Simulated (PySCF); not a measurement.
## Computed structure and properties of [Ce(NH3)]3+

System: [Ce(NH3)]3+ (singlet in the valence; each metal's 4f electrons, 1 of them, lie in its core potential, out of spins and levels); start: template (C3v). Method: PySCF 2.14.0, RKS PBE0, Ce lcecp-1-SVP with ECP47, N def2-SVP, H def2-SVP; non-relativistic Hamiltonian with scalar-relativistic core potentials where named; density fitting; no spin-orbit coupling.

Input of the relaxation:

```python
mol = gto.M(atom='''
Ce     0.00000     0.00000    -0.29057
N     -0.00000    -0.00000     2.31693
H      0.93916     0.00004     2.71493
H     -0.46961     0.81332     2.71493
H     -0.46955    -0.81335     2.71493''',
    basis={'Ce': 'lcecp-1-SVP', 'N': 'def2-SVP', 'H': 'def2-SVP'},
    ecp={'Ce': 'lcecp-1-SVP'},
    charge=3, spin=0)
mf = dft.RKS(mol, xc='PBE0')
mf.grids.atom_grid = (50, 194)  # f atoms: unpruned, at least (60, 302)
mf = mf.density_fit()  # fitting sets: Ce AutoAux, N def2-universal-JKFIT, H def2-universal-JKFIT
mf.conv_tol = 1e-08; mf.max_cycle = 55
mf.kernel(dm0)  # dm0: converged density of the start geometry
# quasi-Newton relaxation in Cartesian coordinates to a largest gradient under 0.00045 Eh/bohr, steps kept in the point group
```

Run from Python with OMP_NUM_THREADS=2; the lines above give its settings. Where DIIS fails, smearing, a level shift and second-order steps follow.
It took 9.1 s on 2 threads of Arm Neoverse V1, with other jobs on the host, from the converged density of the start.

Course of the relaxation:

```tsv
step	energy above end (eV)	largest force component within the symmetry (eV/Å)
0	0.1122	2.273
1	0.0433	0.958
2	0.0118	0.378
3	0.0041	0.252
4	0.0002	0.091
5	0.0000	0.012
6	0.0000	0.003
```

Relaxed geometry (C3v):

```xyz
5

Ce    0.0000    0.0000   -0.2030
N     0.0000    0.0000    2.2511
H     0.9398    0.0000    2.7077
H    -0.4700    0.8139    2.7077
H    -0.4699   -0.8139    2.7077
```

```csv
contact,Å
Ce1–N2 (NH3),2.454
```

On the finer grid (75, 302):

The HOMO is -26.87 eV and the LUMO is -19.71 eV. The dipole about the centre of mass is 3.14 D, the set of Mulliken populations of Ce1 outside the core potential is s 2.05, p 6.04, d 0.36, f 0.02 and the D3(BJ) dispersion energy (not in the energies) is -0.060 eV.

```json
{"atom": "Ce1", "Mulliken (e)": "2.53", "Löwdin (e)": "2.45", "spin (e)": "0.00"}
{"atom": "N2", "Mulliken (e)": "-0.39", "Löwdin (e)": "-0.02", "spin (e)": "0.00"}
{"atom": "H3", "Mulliken (e)": "0.29", "Löwdin (e)": "0.19", "spin (e)": "0.00"}
{"atom": "H4", "Mulliken (e)": "0.29", "Löwdin (e)": "0.19", "spin (e)": "0.00"}
{"atom": "H5", "Mulliken (e)": "0.29", "Löwdin (e)": "0.19", "spin (e)": "0.00"}
```

The 4f levels lie in the core potential and are missing. Their spin isn't counted.

A rough frequency check found all modes real, so this is a minimum.

Taking off one NH3 (charge 0, singlet; the rest: singlet) in vacuum, both parts rigid, costs 5.09 eV; the small basis without counterpoise inflates it. Parting with an electron moved from the ligand to the metal can be far cheaper, even downhill.

Rigid scan of NH3 along the line from its metal:

(distance to N2 (Å), energy (eV)): (2.15, 0.544), (2.25, 0.211), (2.35, 0.046), (2.45, 0.000), (2.55, 0.036), (2.65, 0.130), (2.85, 0.415)

One start shape was tried, so this needn't be the lowest isomer.

An lcecp potential fixes the number of 4f electrons, so in runs with it no electron can move into or out of that shell.
